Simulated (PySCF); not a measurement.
Species: C4H8FPS.
SMILES with atom numbers: `[CH3:1][S:2][CH2:3]/[P:4]=[C:5](\[CH3:6])[F:7]` (hydrogens: H8, H9, H10 on C1; H11, H12 on C3; H13, H14, H15 on C6)

The same species was optimised twice, with GFN2-xTB and with PBE0-D3(BJ)/def2-SVP (PySCF), and the same property calculations (PySCF, gas phase) were run on both structures.

```csv
coordinate,GFN2-xTB,PBE0-D3(BJ)/def2-SVP,change
C5–F7 (Å),1.355,1.340,-0.015
S2–C3 (Å),1.826,1.815,-0.011
P4=C5 (Å),1.682,1.691,+0.009
C1–S2 (Å),1.810,1.803,-0.007
C5–C6 (Å),1.487,1.482,-0.005
C3–P4 (Å),1.871,1.875,+0.004
S2–C3–P4 (°),114.4,118.8,+4.4
C3–P4–C5 (°),99.8,102.0,+2.2
C6–C5–F7 (°),113.2,111.1,-2.1
C1–S2–C3 (°),98.9,100.7,+1.8
P4–C5–C6 (°),131.9,133.2,+1.3
P4–C5–F7 (°),115.0,115.6,+0.6
C1–S2–C3–P4 (°),-64,-53,+11
S2–C3–P4–C5 (°),-74,-69,+5
```

Rotational constants: A = 3095, B = 1020, C = 910.8 MHz (GFN2-xTB) against A = 3001, B = 1005, C = 915.1 MHz (PBE0-D3(BJ)/def2-SVP). Point groups within 0.08 Å: C1 and C1.

On the GFN2-xTB structure: lowest singlet, TDDFT (eV) 4.19 [CAM-B3LYP/def2-SVPD]; lowest triplet, Tamm–Dancoff (eV) 2.47 [CAM-B3LYP/def2-SVPD]; isotropic polarisability (au) 97.0 [CAM-B3LYP/def2-SVPD]; HOMO (eV) -7.69 [CAM-B3LYP/def2-SVPD]; LUMO (eV) -0.49 [CAM-B3LYP/def2-SVPD]; dipole (D) 1.57 [CAM-B3LYP/def2-SVPD]; HOMO (eV) -6.41 [PBE0/pcSseg-1]; LUMO (eV) -1.53 [PBE0/pcSseg-1]; dipole (D) 1.55 [PBE0/pcSseg-1]; GIAO shielding of C1 (ppm) 164.9 [PBE0/pcSseg-1]; GIAO shielding of S2 (ppm) 532.2 [PBE0/pcSseg-1]; GIAO shielding of C3 (ppm) 153.1 [PBE0/pcSseg-1]; GIAO shielding of P4 (ppm) 139.7 [PBE0/pcSseg-1]; GIAO shielding of C5 (ppm) -56.8 [PBE0/pcSseg-1]; GIAO shielding of C6 (ppm) 161.0 [PBE0/pcSseg-1]; GIAO shielding of F7 (ppm) 180.4 [PBE0/pcSseg-1].

Question: What do these properties become on the PBE0-D3(BJ)/def2-SVP structure?

Answer: 
```json
{"property": "lowest singlet, TDDFT (eV)", "level": "CAM-B3LYP/def2-SVPD", "on GFN2-xTB": "4.19", "on PBE0-D3(BJ)/def2-SVP": "4.26", "change": "+0.07"}
{"property": "lowest triplet, Tamm–Dancoff (eV)", "level": "CAM-B3LYP/def2-SVPD", "on GFN2-xTB": "2.47", "on PBE0-D3(BJ)/def2-SVP": "2.49", "change": "+0.02"}
{"property": "isotropic polarisability (au)", "level": "CAM-B3LYP/def2-SVPD", "on GFN2-xTB": "97.0", "on PBE0-D3(BJ)/def2-SVP": "98.3", "change": "+1.3"}
{"property": "HOMO (eV)", "level": "CAM-B3LYP/def2-SVPD", "on GFN2-xTB": "-7.69", "on PBE0-D3(BJ)/def2-SVP": "-7.76", "change": "-0.07"}
{"property": "LUMO (eV)", "level": "CAM-B3LYP/def2-SVPD", "on GFN2-xTB": "-0.49", "on PBE0-D3(BJ)/def2-SVP": "-0.52", "change": "-0.03"}
{"property": "dipole (D)", "level": "CAM-B3LYP/def2-SVPD", "on GFN2-xTB": "1.57", "on PBE0-D3(BJ)/def2-SVP": "1.24", "change": "-0.33"}
{"property": "energy, GFN2-xTB geometry as zero (kcal/mol)", "level": "CAM-B3LYP/def2-SVPD", "on GFN2-xTB": "0.0", "on PBE0-D3(BJ)/def2-SVP": "-1.2", "change": "-1.2"}
{"property": "HOMO (eV)", "level": "PBE0/pcSseg-1", "on GFN2-xTB": "-6.41", "on PBE0-D3(BJ)/def2-SVP": "-6.47", "change": "-0.06"}
{"property": "LUMO (eV)", "level": "PBE0/pcSseg-1", "on GFN2-xTB": "-1.53", "on PBE0-D3(BJ)/def2-SVP": "-1.56", "change": "-0.03"}
{"property": "dipole (D)", "level": "PBE0/pcSseg-1", "on GFN2-xTB": "1.55", "on PBE0-D3(BJ)/def2-SVP": "1.24", "change": "-0.31"}
{"property": "energy, GFN2-xTB geometry as zero (kcal/mol)", "level": "PBE0/pcSseg-1", "on GFN2-xTB": "0.0", "on PBE0-D3(BJ)/def2-SVP": "-1.3", "change": "-1.3"}
{"property": "GIAO shielding of C1 (ppm)", "level": "PBE0/pcSseg-1", "on GFN2-xTB": "164.9", "on PBE0-D3(BJ)/def2-SVP": "166.1", "change": "+1.2"}
{"property": "GIAO shielding of S2 (ppm)", "level": "PBE0/pcSseg-1", "on GFN2-xTB": "532.2", "on PBE0-D3(BJ)/def2-SVP": "530.3", "change": "-1.9"}
{"property": "GIAO shielding of C3 (ppm)", "level": "PBE0/pcSseg-1", "on GFN2-xTB": "153.1", "on PBE0-D3(BJ)/def2-SVP": "154.2", "change": "+1.1"}
{"property": "GIAO shielding of P4 (ppm)", "level": "PBE0/pcSseg-1", "on GFN2-xTB": "139.7", "on PBE0-D3(BJ)/def2-SVP": "145.4", "change": "+5.7"}
{"property": "GIAO shielding of C5 (ppm)", "level": "PBE0/pcSseg-1", "on GFN2-xTB": "-56.8", "on PBE0-D3(BJ)/def2-SVP": "-56.4", "change": "+0.4"}
{"property": "GIAO shielding of C6 (ppm)", "level": "PBE0/pcSseg-1", "on GFN2-xTB": "161.0", "on PBE0-D3(BJ)/def2-SVP": "159.2", "change": "-1.8"}
{"property": "GIAO shielding of F7 (ppm)", "level": "PBE0/pcSseg-1", "on GFN2-xTB": "180.4", "on PBE0-D3(BJ)/def2-SVP": "186.8", "change": "+6.4"}
```

The heavy atoms differ by 0.132 Å rms after alignment. Among the bonds compared C5–F7 changes most (-0.015 Å). Changes are differences of the printed values. Neither structure is proved a minimum here.

The values belong to the conformer `[CH3:1][S:2][CH2:3]/[P:4]=[C:5](\[CH3:6])[F:7]`: C1–S2–C3–P4 -53°, S2–C3–P4–C5 -69°.
